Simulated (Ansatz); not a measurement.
`[OH][Zr]([F])([F])[SH]` + H–F → `[F][Zr]([F])([F])[SH]` + H₂O at 500 K and 1 bar (ligand exchange at a Zr–O bond).

Program: Ansatz. Geometries: PBE0-D4/def2-TZVP. ΔE: electronic, gas phase. CCSD(T)/CBS adds triple-zeta CCSD(T) − MP2 to the extrapolated MP2 energy (def2 sets, frozen cores). This one scheme is used for every species. def2 core potentials past Kr. For Zr outer-core shells are correlated without core-valence functions, which leaves a few kJ/mol of doubt a bond. Each species was taken in one conformer, which may not be the lowest.

```
                 species  CCSD(T)/CBS energy (Eh)  H − E (kJ/mol)  S (J/(mol·K))
`[OH][Zr]([F])([F])[SH]`               -721.00451           116.4          453.3
                     H–F               -100.39570            39.4          188.7
 `[F][Zr]([F])([F])[SH]`               -745.03533            83.7          436.1
                     H₂O                -76.37941            73.2          206.3
```

H − E and S are ideal-gas, rigid-rotor, harmonic terms from PBE0-D4/def2-TZVP, for one conformer and one mirror image of each species. 1 Eh = 2625.50 kJ/mol, R = 8.31446 J/(mol·K).

Problem. By hand: ΔE, ΔH, ΔS and ΔG.

Solution. ΔE = (-745.03533) + (-76.37941) − (-721.00451) − (-100.39570) = -0.01453 Eh = -38.1 kJ/mol. Δ(H − E) = 83.7 + 73.2 − 116.4 − 39.4 = 1.1, so ΔH = -37.0 kJ/mol. ΔS = 436.1 + 206.3 − 453.3 − 188.7 = 0.4 J/(mol·K). ΔG = -37.0 − 500 × (0.4)/1000 = -37.2 kJ/mol.

Problem. By hand: the equilibrium constant, and the temperature at which ΔG would vanish if ΔH and ΔS stayed fixed.

Solution. log₁₀ K = −ΔG/(RT ln 10) = 3.9. ΔH and −TΔS have one sign here, so there is no such temperature.

The number of gas molecules stays the same, so ΔS is small and ΔH decides. A doubt of 5 kJ/mol in ΔE shifts log₁₀ K by 0.5 here. Other conformers and mirror images would add mixing entropy, several J/(mol·K) or more a flexible species. Modes under 60 cm⁻¹, often nearly free rotors, make the harmonic entropy too high. These are equilibria of isolated gas molecules and say nothing of rates. Largest T1 diagnostic: 0.018 (customary marks: 0.02 for closed shells, 0.045 for open ones).

ΔS is within the doubt of such terms, so its sign, and with it that verdict, could turn.
